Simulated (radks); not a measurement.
The nuclear charge of neutral dysprosium is varied continuously with 66 electrons held in [Xe] 4f10 6s2. All-electron calculation, Dirac Kohn-Sham, PBE, spin-unpolarised, spherical densities, point nucleus; open shells fill j = l - 1/2 first. Program: a radial shooting solver on a logarithmic mesh with Libxc functionals. By the Hellmann-Feynman theorem dE/dZ = E(electron-nucleus)/Z, the electronic potential at the nucleus.

| Z | E (hartree) | E(electron-nucleus)/Z (hartree) | HOMO | e(HOMO) (eV) | <r> HOMO (bohr) |
|---|---|---|---|---|---|
| 65.8 | -12077.5595 | -452.580 | 4f7/2 | -0.267 | 0.9299 |
| 66 | -12168.2841 | -454.665 | 4f7/2 | -2.609 | 0.8960 |
| 66.2 | -12259.4251 | -456.745 | 6s1/2 | -4.954 | 3.940 |
| 66.4 | -12350.9821 | -458.824 | 6s1/2 | -6.246 | 3.787 |
| 66.6 | -12442.9548 | -460.903 | 6s1/2 | -7.615 | 3.651 |
| 66.8 | -12535.3432 | -462.981 | 6s1/2 | -9.054 | 3.530 |
| 67 | -12628.1473 | -465.060 | 6s1/2 | -10.559 | 3.422 |

The central difference of E at Z = 66 is -454.664 hartree, to compare with the third column; the second derivative is -10.4 hartree.
